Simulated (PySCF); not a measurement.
HLiO, SMILES [OH][Li].

Coordinates come from a r2SCAN-D4/def2-TZVPD optimisation. The isomer is the one that the SMILES or the coordinates give; other isomers of the formula were not compared.

Computed with r2SCAN-D4/def2-TZVPD (PySCF).

Harmonic, unscaled wavenumbers; measured fundamentals usually lie a few per cent lower.

Modes within 1.5 cm⁻¹ of each other (mostly degenerate sets) share a row, with their intensities summed.

Problem. List the normal modes with their intensities. (An estimate is asked for; the answer gives what the named calculation found.)

Solution. 
```json
[
 {"mode": "1–2", "ν (cm⁻¹)": "279", "IR (km/mol)": "217.5", "moving atoms (share of kinetic energy)": "H 82 %, O 13 %"},
 {"mode": "3", "ν (cm⁻¹)": "947", "IR (km/mol)": "175.9", "moving atoms (share of kinetic energy)": "Li 71 %, O 27 %"},
 {"mode": "4", "ν (cm⁻¹)": "3987", "IR (km/mol)": "27.4", "moving atoms (share of kinetic energy)": "H 94 %"}
]
```
